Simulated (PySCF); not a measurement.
**Fractional electron number in Sm⁺ (samarium, charge +1)**

The 6s alpha orbital of [Xe] 4f6 6s1 is emptied in steps (occupation f), with all orbitals relaxed, ending at [Xe] 4f6. Computed with PySCF 2.14 in def2-SVP with the def2 core potential (28 electrons), with a scalar-relativistic core potential. The exact energy is a straight line in f; departures are measured from the line between the end points of the same method.

```csv
f,BHandHLYP (eV),HSE06 (eV)
1,0.000,0.000
0.75,-0.248,-0.408
0.5,-0.333,-0.550
0.25,-0.252,-0.416
0,0.000,0.000
```

```tsv
method	E(f=0) − E(f=1) (eV)	−ε at f=1 (eV)	−ε at f=0.5 (eV)
BHandHLYP	11.045	9.725	11.037
HSE06	11.170	8.994	11.136
```

Orbital energy along the path (eV):

```
   f  BHandHLYP    HSE06
   1     -9.725   -8.994
0.75    -10.379  -10.073
 0.5    -11.037  -11.136
0.25    -11.703  -12.297
   0    -12.420  -13.159
```

Reference removal energy between the ground levels: 11.078 ± 0.02 eV (semi-empirical (NIST evaluation); NIST Atomic Spectra Database, ionization energies). The calculation has no spin-orbit coupling.
